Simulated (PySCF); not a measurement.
PbS, SMILES [S]=[Pb] (connectivity only; charge and spin as stated), neutral, multiplicity 1.

Geometry: B3LYP-D3(BJ)/def2-TZVP. The def2 effective core potentials stand for the cores of Pb; spin–orbit coupling is left out.

Calculation: HF/def2-TZVPD (PySCF).

Gas-phase values at a fixed geometry.

```
Item                                                                                                           Result
---------------------------------------------------------------------------------------------  ----------------------
total energy                                                                                       -589.41606 hartree
point group                                                                                                       C∞v
highest occupied level                                                                                       -9.09 eV
lowest empty level                                                                                           -0.06 eV
orbital gap                                                                                                   9.04 eV
dipole moment                                                                                               1.085 e·Å
quadrupole, principal values (traceless, Buckingham form, about the centre of nuclear charge)  -10.13, 5.07, 5.07 D·Å
mean static polarisability                                                                       67.0 bohr³ (9.93 Å³)
polarisability, principal values                                                               52.7, 52.7, 95.5 bohr³
```
